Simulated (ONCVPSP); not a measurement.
## What one change does to a pseudopotential (C, ONCV)

carbon, optimised norm-conserving Vanderbilt (ONCV), made with ONCVPSP 4.0.1 (LDA (Perdew-Zunger), scalar-relativistic). Core [He], reference 2s2 2p1.5 (charge +0.5). Waves: 2s: rc 1.10 bohr, ncon 5, nbas 8, qcut 7.4 1/bohr, 3 projectors, debl 1.8 Ha; 2p: rc 2.95 bohr, ncon 3, nbas 7, qcut 5.8 1/bohr, 2 projectors, debl 2.9 Ha; d scattering state at 0.46 Ha: rc 3.00 bohr, ncon 4, nbas 7, qcut 2.9 1/bohr, 2 projectors, debl 1.5 Ha. Local part: polynomial inside 0.70 bohr (lpopt 4, dvloc0 -1 Ha). Core correction: Teter function, fcfact 3, rcfact 1.

All-electron outer shells of the reference configuration (LDA (Perdew-Zunger), scalar-relativistic, ld1.x):

```csv
shell,level (eV),outermost node (bohr),outermost maximum (bohr)
1s,-277.64,–,0.18
2s,-19.25,0.38,1.20
2p,-10.85,–,1.14
```

Change: all radii but the core radius scaled by about 1.12 (s 1.22, p 3.30, d 3.36 bohr); local potential polynomial inside 0.78 bohr (lpopt 4, dvloc0 -1 Ha).

Cutoffs: the cutoffs (Ha) at which the residual kinetic energy of the hardest occupied pseudo-wave falls to 1 and 0.1 mHa per electron; they do not see the model core or the augmentation charge, which bear on the density cutoff. Errors are all-electron minus pseudo energies relative to the spin-unpolarised reference configuration.

Q: How do hardness, ghosts and transferability respond?

A: The potential gets neither clearly harder nor softer (21 Ha and 27 Ha → 21 Ha and 28 Ha); the bound ghosts move from d, s to p, s; the number of tests with a reliable result goes from 3 to 4; of the 3 tests that both files solve, the error grows in 2 and shrinks in 1 by more than 15 % and 0.3 meV (median size 217.7 → 121.4 meV).

```csv
quantity,base,changed
"cutoff, loose",21 Ha,21 Ha
"cutoff, tight",27 Ha,28 Ha
loose cutoff by channel,"s 21 Ha, p 9.2 Ha","s 21 Ha, p 8.1 Ha"
bound ghosts,"s, d","s, p"
GHOST(+) flags under 300 eV,none,none
tests with a reliable result,3 of 4,4 of 4
"error for 2s2 2p1, meV [ΔE 6.96 eV]",-34,+57
"error for 2s2 2p0, meV [ΔE 31.22 eV]",+716,+903
"error for 2s1 2p2, meV [ΔE 15.45 eV]",-218,-121
"rms error of d²Exc/dni dnj with the model core, mHa",2.35,2.00
```

 A true bound ghost makes a file unfit for plane-wave use even where its test errors are small: the radial tests pick states by their node count and pass the ghost by.
